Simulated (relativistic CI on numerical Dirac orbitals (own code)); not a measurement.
**Calculated levels, Hg²⁴⁺**

These numbers are calculated, not measured: Dirac-Coulomb-Breit CI, orbitals from a KLI potential per configuration, model QED, unscaled Slater integrals (own radial code, finite nucleus).

Configuration list (outside the closed core [Ar] 3d10): 4s2 4p6 4d10 4f10, 4s2 4p6 4d10 4f9 5s, 4s2 4p6 4d10 4f8 5s2, 4s2 4p6 4d9 4f11, 4s2 4p6 4d8 4f12, 4s2 4p5 4d10 4f11, 4s2 4p6 4d10 4f9 6s, 4s 4p6 4d10 4f11, 4s2 4p4 4d10 4f12, 4p6 4d10 4f12, 4s 4p6 4d9 4f12, 4s 4p5 4d10 4f12. Levels of other configurations are missing.

The lowest level is 4s2 4p6 4d10 4f10 5I_8, with 79 % of that term; Hund's rules for 4s2 4p6 4d10 4f10 give 5I with J = 8, in agreement.

```tsv
No.	Configuration	Term	J	E (cm⁻¹)	%	Landé g	jj configuration (%)
1	4s2 4p6 4d10 4f10	5I	8	0.0	79	1.218	4f7/2^4 (78)
2	4s2 4p6 4d10 4f10	5I	7	29682.3	90	1.160	4f5/2^5 4f7/2^5 (87)
3	4s2 4p6 4d10 4f10	3G	5	34534.4	41	1.198	4f7/2^4 (84)
4	4s2 4p6 4d10 4f10	5I	6	39813.8	58	1.107	4f7/2^4 (39)
5	4s2 4p6 4d10 4f10	3D	2	41922.4	29	1.275	4f7/2^4 (93)
6	4s2 4p6 4d10 4f10	5F	4	54699.8	23	1.011	4f7/2^4 (54)
7	4s2 4p6 4d10 4f10	5I	5	55447.4	52	1.058	4f5/2^5 4f7/2^5 (71)
8	4s2 4p6 4d10 4f10	5F	4	57175.2	38	1.068	4f5/2^5 4f7/2^5 (52)
9	4s2 4p6 4d10 4f10	3K	8	58585.6	45	1.096	4f5/2^5 4f7/2^5 (65)
10	4s2 4p6 4d10 4f10	5G	6	64919.4	62	1.242	4f5/2^5 4f7/2^5 (41)
11	4s2 4p6 4d10 4f10	5S	2	66276.6	51	1.571	4f5/2^5 4f7/2^5 (68)
12	4s2 4p6 4d10 4f10	5F	3	69059.8	66	1.238	4f5/2^5 4f7/2^5 (87)
13	4s2 4p6 4d10 4f10	3G	4	69570.6	30	1.138	4f5/2^5 4f7/2^5 (59)
14	4s2 4p6 4d10 4f10	3D	1	71108.1	45	0.401	4f5/2^5 4f7/2^5 (93)
15	4s2 4p6 4d10 4f10	5F	5	74667.9	35	1.252	4f5/2^5 4f7/2^5 (66)
16	4s2 4p6 4d10 4f10	3L	9	79857.8	85	1.093	4f5/2^5 4f7/2^5 (99)
17	4s2 4p6 4d10 4f10	3K	7	80861.3	60	1.024	4f5/2^5 4f7/2^5 (69)
18	4s2 4p6 4d10 4f10	3F	2	83509.3	44	0.803	4f5/2^5 4f7/2^5 (58)
19	4s2 4p6 4d10 4f10	3F	4	84070.3	29	1.076	4f5/2^5 4f7/2^5 (34)
20	4s2 4p6 4d10 4f10	3H	6	86761.4	57	1.169	4f5/2^4 4f7/2^6 (54)
21	4s2 4p6 4d10 4f10	5G	3	88070.4	36	1.055	4f5/2^5 4f7/2^5 (89)
22	4s2 4p6 4d10 4f10	5G	5	93322.8	49	1.129	4f5/2^4 4f7/2^6 (50)
23	4s2 4p6 4d10 4f10	3M	10	95430.9	94	1.091	4f5/2^5 4f7/2^5 (91)
24	4s2 4p6 4d10 4f10	3K	6	96060.6	57	0.937	4f5/2^5 4f7/2^5 (59)
25	4s2 4p6 4d10 4f10	5F	2	99916.1	56	1.130	4f5/2^4 4f7/2^6 (79)
26	4s2 4p6 4d10 4f10	3D	3	101679.5	33	1.238	4f5/2^5 4f7/2^5 (70)
27	4s2 4p6 4d10 4f10	3P	0	106760.1	86		4f5/2^4 4f7/2^6 (54)
28	4s2 4p6 4d10 4f10	3P	1	107009.3	69	1.065	4f5/2^4 4f7/2^6 (73)
29	4s2 4p6 4d10 4f10	1L	8	107731.2	49	1.002	4f5/2^4 4f7/2^6 (50)
30	4s2 4p6 4d10 4f10	3G	3	107983.5	41	0.978	4f5/2^4 4f7/2^6 (84)
```

Energies count from the lowest computed level. Filled j subshells are mostly left out of the jj labels.

The mean weight of the leading LS term, summed over parents, in these 30 levels is 53 %, and that of the leading jj configuration (from the same eigenvectors) 68 %, so jj coupling describes them better and the LS labels are nominal.

At this charge energies of transitions that change n are usually good to better than 1 %, and those within a shell (Δn = 0) to a few per cent. Terms inside the open d or f shell come out 10 to 20 % too wide with unscaled integrals.

LS names give the leading component of a level, which can be under half, so a name can repeat, a term be missing and a line seem to break the LS rules.
